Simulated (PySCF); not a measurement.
Correlation energy of Xe(3+) (xenon, charge +3)

Starting occupation: [Kr] 4d10 5s2 5p3, 5p1/2 with m_j = -1/2, +1/2, 5p3/2 with m_j = +3/2. All numbers are calculated (PySCF 2.14, X2C-1e with screened-nucleus spin-orbit coupling, Gaussian nucleus, in x2c-TZVPPall-2c). Frozen: [Ar] 3d10; 23 electrons correlated; the 6 highest virtual spinors left out.

MP2 pair energies summed by pair of shells (mhartree):

```json
{"pair": "4d-4d", "energy": "-266.72", "share (%)": "44.3"}
{"pair": "4d-5p", "energy": "-68.87", "share (%)": "11.4"}
{"pair": "4d-4p", "energy": "-68.42", "share (%)": "11.4"}
{"pair": "4d-5s", "energy": "-58.39", "share (%)": "9.7"}
{"pair": "5p-5s", "energy": "-39.34", "share (%)": "6.5"}
{"pair": "4p-4p", "energy": "-30.35", "share (%)": "5.0"}
{"pair": "4d-4s", "energy": "-18.31", "share (%)": "3.0"}
{"pair": "5p-5p", "energy": "-14.29", "share (%)": "2.4"}
{"pair": "4p-4s", "energy": "-9.82", "share (%)": "1.6"}
{"pair": "4p-5s", "energy": "-9.19", "share (%)": "1.5"}
{"pair": "5s-5s", "energy": "-7.30", "share (%)": "1.2"}
{"pair": "4p-5p", "energy": "-6.90", "share (%)": "1.1"}
{"pair": "4s-4s", "energy": "-2.35", "share (%)": "0.4"}
{"pair": "4s-5p", "energy": "-0.99", "share (%)": "0.2"}
{"pair": "4s-5s", "energy": "-0.77", "share (%)": "0.1"}
```

Total MP2 correlation energy: -602.01 mhartree.

The GHF reference relaxed away from the jj start to a determinant that is no pure jj level (⟨S²⟩ = 3.53, ⟨J²⟩ = 3.76); the energies belong to that determinant.

This basis was not built for core-valence correlation, so the inner-shell part is incomplete.
